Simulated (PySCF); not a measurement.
Compound: C5H11N3Si.
Numbering: `[CH3:1][N:2]1[CH2:3][CH2:4][Si@:5]1([NH2:6])[CH2:7][C:8]#[N:9]`

Definitions: NICS(0) = −σiso at the ring centroid; NICS(1) = −σiso and NICS(1)zz = −σzz at ±1 Å along the ring normal z. Level: GIAO PBE0/pcSseg-1 (PySCF, non-relativistic, gas phase) on the GFN2-xTB geometry, one conformer.

Ring bond lengths (Å), with Mayer bond orders in brackets: N2–C3 1.455 (0.95), C3–C4 1.531 (1.01), C4–Si5 1.906 (0.88), Si5–N2 1.721 (1.02).

Task: Give the NICS values of each ring in ppm.

Result: 
```tsv
ring	type	NICS(0)	NICS(1), two faces	NICS(1)zz, two faces	rms pucker (Å)	centre to ring atoms, mean (Å)
N2–C3–C4–Si5	4-membered ring with N and Si; formal bonds all single	-7.5	-2.1 / -2.6	-0.1 / -0.2	0.03	1.17
```

Task: What do they say, and how far can they be read as aromaticity?

Result: 
- N2–C3–C4–Si5: mean NICS(1)zz -0.1 ppm, near zero. C3, C4, Si5 have four or more neighbours, and the NICS criterion for π rings isn't applied. NICS(0) lies 5 ppm below the mean NICS(1).

Task: List the ring angles and the Hirshfeld charges of the ring atoms.

Result: 
- N2–C3–C4–Si5: N2 98.1° (-0.180 e), C3 97.4° (-0.030 e), C4 88.1° (-0.172 e), Si5 76.2° (+0.452 e); sum 359.8° against 360° for a flat convex ring.

Task: How shielded are the nuclei of the rings and their hydrogens (means over atoms taken as equivalent)?

Result: 
| atoms | environment | σ isotropic (ppm) |
| --- | --- | --- |
| N2 | silicon-bound nitrogen | 194.3 |
| C3 | sp3 carbon bound to nitrogen | 138.5 |
| C4 | sp3 carbon bound to silicon | 169.5 |
| Si5 | four-coordinate silicon | 367.7 |
| H on C3 | methylene hydrogen | 28.67 |
| H on C3 | methylene hydrogen | 28.68 |
| H on C4 | methylene hydrogen | 30.21 |
| H on C4 | methylene hydrogen | 30.32 |

The values belong to the conformer `[CH3:1][N:2]1[CH2:3][CH2:4][Si@:5]1([NH2:6])[CH2:7][C:8]#[N:9]`: C4–Si5–C7–C8 -177°, H–N6–Si5–C4 44°, H–N6–Si5–C4 -167°.
